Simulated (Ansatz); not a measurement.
Process, species as SMILES: C=CCCCCC [hept-1-ene] -> C=CCCC[CH]C + H atom (the C-H bond at the site shown breaks; other sites are not compared here)
Structures are relaxed separately at B3LYP-D3(BJ)/def2-TZVP in Ansatz (an electronic-structure program), one conformer each, not searched for the lowest.
Geometry of the first species:
```
C
H 1 1.0944
H 1 1.0954 2 106.17
C 1 1.5257 2 109.68 3 -118.11
H 4 1.0959 1 109.30 2 -64.23
H 4 1.0960 5 106.02 1 117.73
C 4 1.5266 5 109.22 6 117.61
H 7 1.0948 4 109.15 5 64.57
H 7 1.0949 8 106.08 4 -117.49
C 7 1.5260 8 109.56 9 -118.19
H 10 1.0915 7 111.53 8 58.03
H 10 1.0927 11 107.74 7 122.12
H 10 1.0928 11 107.74 12 115.74
C 1 1.5331 2 108.96 3 117.56
H 14 1.0938 1 109.70 2 62.95
H 14 1.0966 15 106.66 1 -117.32
C 14 1.4966 15 109.67 16 -118.23
C 17 1.3268 14 125.33 15 -4.04
H 18 1.0825 17 121.76 14 -179.29
H 18 1.0846 19 116.82 17 179.82
H 17 1.0879 18 118.90 19 -0.38
```

Property: bond dissociation energy (electronic energy difference), in kcal/mol. Correlated levels leave the core frozen unless marked. UHF or UKS for open shells. No spin-orbit coupling. Non-relativistic. Basis-set limits of correlation are two-point, X^-3; Hartree-Fock from the larger set. [CCSD(T)-MP2]/basis is that difference in the basis named.

Level to compare with: RI-MP2/CBS(cc-pVTZ,cc-pVQZ)+[CCSD(T)-MP2]/cc-pVTZ (Ansatz), 107.3 kcal/mol. It is a level with limits of its own, and the differences hold the functionals' basis error too.

**Question.** Rank these functionals by how close they come to RI-MP2/CBS(cc-pVTZ,cc-pVQZ)+[CCSD(T)-MP2]/cc-pVTZ, closest first: BHLYP/def2-TZVPD (Ansatz); r2SCAN0/def2-TZVPD (Ansatz); wB97X-V/def2-TZVPD (Ansatz); PBE0/def2-TZVPD (Ansatz).

**Answer.** wB97X-V/def2-TZVPD (range-separated hybrid with VV10, 105.3 kcal/mol, difference -2.0), BHLYP/def2-TZVPD (global hybrid, 102.5 kcal/mol, difference -4.8), PBE0/def2-TZVPD (global hybrid, 101.5 kcal/mol, difference -5.8), r2SCAN0/def2-TZVPD (hybrid meta-GGA, 100.3 kcal/mol, difference -7.0)
